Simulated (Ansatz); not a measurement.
A nudged elastic band was laid between two geometries of F2GeH2O + H2S (9 atoms, charge 0, multiplicity 1).

Theory: Ansatz 0.2.0, RHF/def2-SVP.

```yaml
movable_images: 9
climbing_image: yes
spring: 5.0 eV/Å²
optimiser: quadratic models (default)
start_path: through a guess of the saddle point
force_threshold: 0.05 eV/Å
iteration_limit: 60
end_points: relaxed
```

Image 0:

```xyz
9
Properties=species:S:1:pos:R:3
Ge -0.058 -0.247 -0.255
F 0.079 -0.522 1.426
H 1.281 -0.119 -0.918
O -1.120 1.087 -0.531
H -2.049 0.936 -0.431
F -0.873 -1.651 -0.795
S 1.808 2.546 1.378
H 1.914 1.694 2.400
H 0.544 2.871 1.651
```

Image 10:

```xyz
9
Properties=species:S:1:pos:R:3
Ge 0.106 0.713 -0.379
F 1.260 -0.348 2.668
H 1.106 -0.204 -1.044
O -1.137 1.113 -1.519
H -1.844 1.678 -1.245
F -0.640 -0.239 0.885
S 0.857 2.530 0.607
H 1.377 1.869 1.646
H 0.442 -0.517 2.306
```

(1) What changes between the two ends?

(2) Give the energies along the band, and the barrier.

(3) What is the geometry of the highest image?

Results:

(1) Bonds broken: Ge1–F2, S7–H9. Bonds formed: Ge1–S7, F2–H9. F2GeH2O + H2S becomes FGeH3OS + FH.

(2) The run converged. The highest image is number 5 of 0 to 10, 46.6 kcal/mol above the first end and 41.9 kcal/mol above the last; the last end lies 4.7 kcal/mol above the first. Neighbouring images differ by up to 1.5 eV, so the band resolves the path poorly. A vibrational analysis at the climbing image gives one clearly imaginary mode, 1128i cm⁻¹: a first-order saddle point. The orbitals stay closed-shell, which can raise the energy where a bond breaks towards radicals; this wasn't checked here.

```tsv
image	path coordinate (Å)	energy (kcal/mol)	Ge1–F2 (Å)	S7–H9 (Å)	Ge1–S7 (Å)
0	0.00	0.0	1.71	1.33	3.73
1	0.76	0.3	1.71	1.33	3.76
2	1.52	0.4	1.71	1.33	3.84
3	2.27	1.5	1.71	1.33	3.50
4	3.03	10.9	1.73	1.35	2.98
5	3.79	46.6	1.95	1.69	2.54
6	4.94	23.0	2.87	2.18	2.26
7	6.09	11.3	3.91	2.48	2.21
8	7.24	8.2	3.89	3.24	2.19
9	8.39	5.0	3.78	3.46	2.20
10	9.54	4.7	3.43	3.51	2.20
```

(3) 
```xyz
9
Properties=species:S:1:pos:R:3
Ge 0.118 0.354 -0.055
F -0.062 -0.030 1.846
H 1.455 0.065 -0.690
O -1.144 1.383 -0.639
H -1.888 0.903 -0.979
F -0.675 -1.169 -0.308
S 1.042 2.289 1.305
H 2.306 1.855 1.368
H 0.374 0.946 2.078
```

The run took 6.3 min on 2 threads of Arm Neoverse V1 (shared host), peak memory 0.27 GiB.
